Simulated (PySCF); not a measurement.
# Electron correlation in Kr+ (krypton, charge +1)

[Ar] 3d10 4s2 4p5, 2P determinant. Calculation: PySCF 2.14, in def2-TZVP (6s5p4d1f, 48 functions); the non-relativistic Hamiltonian (point nucleus). Frozen: [Ar] 3d10; 7 electrons correlated.

MP2 pair energies summed by pair of shells (mhartree):

| pair | energy | share (%) |
| --- | --- | --- |
| 4p-4p | -85.94 | 62.2 |
| 4s-4p | -44.43 | 32.2 |
| 4s-4s | -7.79 | 5.6 |

Total MP2 correlation energy: -138.16 mhartree.

Same-spin part -31.25 and opposite-spin part -106.91 mhartree; SCS-MP2 scales them by 1/3 and 6/5 to -138.71 mhartree.

```tsv
level	correlation energy (mhartree)
CCSD	-158.39
(T)	-4.15
CCSD(T)	-162.54
```

Diagnostics: T1 = 0.0057, D1 = 0.0194, largest double amplitude 0.047.

Question: Is a single reference adequate?

Answer: Yes, within this model without spin-orbit coupling: T1 lies below 0.03 and no double amplitude reaches 0.07.
